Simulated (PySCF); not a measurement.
C₂H₄FNOSi, SMILES C1[Si@@H](O)[C@@H](F)N=1. Geometry: PBE-D3(BJ)/def2-SVP. The structure was generated by enumeration; whether it is a known compound was not checked. One conformer was computed; it need not be the lowest.

Problem. Give the equilibrium geometry at PBE-D3(BJ)/def2-SVP (PySCF confirms it by a frequency run) as a Z-matrix. (The exact figures need the calculation; the answer reports its results.)

Solution. Several could match; the one computed here: 
```
Si
O 1 1.6757
H 2 0.9747 1 114.59
H 1 1.5031 2 104.00 3 -169.18
C 1 1.9059 4 120.41 2 138.31
N 5 1.3022 1 96.91 4 120.47
H 5 1.1089 6 120.27 1 179.73
C 6 1.4853 5 103.95 7 177.48
F 8 1.3863 6 110.55 5 118.62
H 8 1.1136 9 108.17 6 -120.42
```
